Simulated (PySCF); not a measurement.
Species: C8H11N3.
Structure used (GFN2-xTB), in Å, numbered top down from 1:
```xyz
22
C8H11N3 angstrom
C     -2.9641    0.5063    0.9319
C     -1.7552   -0.2903    0.4577
C     -1.3121    0.1469   -0.9369
C     -0.1109   -0.6531   -1.4505
N      1.0587   -0.4082   -0.6512
C      1.5705   -1.1874    0.3251
C      2.6528   -0.5240    0.8482
C      2.7115    0.6771    0.1074
C      3.6494    1.7129    0.2554
N      4.4310    2.5377    0.4073
N      1.7313    0.7167   -0.7918
H     -3.2667    0.1846    1.9254
H     -3.8026    0.3651    0.2535
H     -2.7288    1.5674    0.9705
H     -2.0062   -1.3541    0.4414
H     -0.9343   -0.1512    1.1652
H     -1.0422    1.2046   -0.9222
H     -2.1375    0.0164   -1.6391
H     -0.3259   -1.7243   -1.4284
H      0.1156   -0.3500   -2.4760
H      1.1461   -2.1395    0.5724
H      3.3093   -0.8344    1.6340
```

Computed at PBE0/pcSseg-1 (PySCF, non-relativistic), with Q(14N) = 0.02044 b: N5, 14N (I = 1): χzz = -2.864 MHz, η = 0.541; N10, 14N (I = 1): χzz = -4.661 MHz, η = 0.170; N11, 14N (I = 1): χzz = -4.908 MHz, η = 0.544.

(1) Where would the pure quadrupole (NQR) lines of 14N at N5 fall for the rigid, isolated species?

(2) Where would the pure quadrupole (NQR) lines of 14N at N10 fall for the rigid, isolated species?

(3) Where would the pure quadrupole (NQR) lines of 14N at N11 fall for the rigid, isolated species?

## Answers

(1) From ν± = (3/4)|χ|(1 ± η/3) and ν0 = |χ|η/2: ν+ 2.536 MHz, ν− 1.761 MHz, ν0 0.775 MHz (pyrrole-type nitrogen).

(2) From ν± = (3/4)|χ|(1 ± η/3) and ν0 = |χ|η/2: ν+ 3.693 MHz, ν− 3.298 MHz, ν0 0.396 MHz (nitrile nitrogen).

(3) From ν± = (3/4)|χ|(1 ± η/3) and ν0 = |χ|η/2: ν+ 4.348 MHz, ν− 3.014 MHz, ν0 1.334 MHz (pyridine-type nitrogen).

In a crystal, neighbours and librations shift these lines. GFN2-xTB bond lengths can be off by several hundredths of an ångström, more for odd bonds, and the gradients follow them. The small basis limits the accuracy of the gradients.

One conformer stands for the species.
